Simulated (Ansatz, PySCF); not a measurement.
This PySCF input computes a PBE/def2-TZVPD energy:

```python
from pyscf import gto, scf, dft

mol = gto.M(
    atom='''
    Al   -0.00000000   -0.00000000   -1.12859035
    S     0.00000000    0.00000000    0.91697966
    ''',
    basis='def2-tzvpd',
    charge=0,
    spin=1,
    symmetry='C2v',
    verbose=4,
)

mf = dft.UKS(mol, xc='pbe').density_fit(auxbasis='def2-universal-jkfit')
mf.grids.level = 3
mf.conv_tol = 1e-9
mf.max_cycle = 100
mf.max_memory = 1500
mf.kernel()
if not mf.converged:
    mf = mf.newton()
    mf.kernel(mf.make_rdm1())
mf.analyze()
```

Task: Write an input for the same energy in Ansatz (a quantum-chemistry and plane-wave program) and say what it gives.

Result: 
Ansatz 0.2 input:
```yaml
crystal:
  periodic: [false, false, false]
  atoms:
    - {symbol: Al, position_ang: [-0.00000000, -0.00000000, -1.12859035]}
    - {symbol: S, position_ang: [0.00000000, 0.00000000, 0.91697966]}
basis:
  gaussian:
    orbitals: def2-TZVPD
hamiltonian:
  xc: {name: PBE}
magnetization: {spin_polarized: true, initial_magnetization: 1}
output: {forces: true}
```
It gives -640.33025 Eh, and PySCF -640.33027 Eh, a difference of 0.02 mEh, from the treatment of integrals and grids.
